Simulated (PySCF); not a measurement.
SMILES [SeH][Se][SeH] (H2Se3) (CAM-B3LYP/def2-SVP optimised geometry):

```
5

Se    -0.868     1.162     0.000
Se    -0.604    -1.162     0.000
H      0.868    -1.162     0.000
Se    -0.819     1.804    -2.248
H     -2.255     1.611    -2.508
```

Computed with CAM-B3LYP/def2-TZVP (PySCF).

### Question
What are the frontier orbital energies and the dipole moment?

### Answer
HOMO-2 -8.61 eV, HOMO-1 -8.52 eV, HOMO -8.30 eV, LUMO -1.01 eV, LUMO+1 -0.31 eV; dipole moment 0.42 D.

On the same geometry PBE/def2-TZVP (PySCF) gives HOMO-2 -6.30 eV, HOMO-1 -6.08 eV, HOMO -5.94 eV, LUMO -2.83 eV, LUMO+1 -2.18 eV; dipole moment 0.43 D.

Meta-Löwdin charges at CAM-B3LYP/def2-TZVP: Se1 0.00, Se2 -0.06, H3 0.06, Se4 -0.06, H5 0.06.
